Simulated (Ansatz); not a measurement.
Job for Ansatz (an electronic-structure program): R-r2SCAN/def2-TZVPP on C2H5AlO (SMILES C=[CH][AlH][OH]), a point of a torsion scan.

Ansatz 0.2 input:
```yaml
crystal:
  periodic: [false, false, false]
  atoms:
    - {symbol: C, position_ang: [-1.64944121, -0.08258304, -0.22603669]}
    - {symbol: C, position_ang: [-0.57841494, -0.36434838, 0.51273848]}
    - {symbol: Al, position_ang: [1.10463982, 0.51366413, -0.05545168]}
    - {symbol: O, position_ang: [2.57277774, 0.35340969, 0.65791206]}
    - {symbol: H, position_ang: [-1.56956684, 0.58681239, -1.07454130]}
    - {symbol: H, position_ang: [-2.63798031, -0.48435457, -0.04164399]}
    - {symbol: H, position_ang: [-0.70527764, -1.04299165, 1.35703846]}
    - {symbol: H, position_ang: [1.03539738, 1.43027370, -1.27877318]}
    - {symbol: H, position_ang: [3.42124207, 0.27391149, 1.07240577]}
basis:
  gaussian:
    orbitals: def2-TZVPP
hamiltonian:
  xc: {name: r2SCAN}
scf: {lower_state_search: off}
```

Give the final energy of this run.

-396.8516 hartree.
